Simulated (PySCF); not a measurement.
Species: K2.
InChI=1S/2K

Computed with PySCF 2.14.0, CAM-B3LYP/def2-TZVP geometry optimisation, gas phase.

Take the most abundant isotopes and a rigid rotor. 

**Question.** What are the moment of inertia and the rotational constant?

**Answer.** I = 299.826 u·Å², B = 505379 MHz·u·Å²/I = 1686 MHz (0.0562 cm⁻¹, or 0.081 K as hB/k). For two atoms I = μr² with μ = 19.4819 u and r = 3.9230 Å.

**Question.** List the first levels of a rigid rotor in a Σ state.

**Answer.** E(J) = BJ(J+1): J = 1: 0.112, J = 2: 0.337, J = 3: 0.675, J = 4: 1.124, J = 5: 1.687, J = 6: 2.361 cm⁻¹.

**Question.** Has it a pure rotational spectrum?

**Answer.** Not by electric dipole: D∞h allows no dipole (computed 0.00 D). Rotational Raman lines (ΔJ = 2) lie at B(4J + 6), spaced by 4B = 0.225 cm⁻¹, with nuclear-spin weights that differ between even and odd J.

**Question.** Estimate the classical rotational partition function at 10 K, 50 K and 200 K.

**Answer.** Point group D∞h, symmetry number σ = 2; q = kT/(σhB), k/h = 20836.6 MHz/K: 61.8 at 10 K, 309 at 50 K, 1240 at 200 K.

Not checked by CAM-B3LYP/def2-TZVP frequencies. Constants of a rigid frame at the computed geometry: no zero-point averaging, no centrifugal distortion.
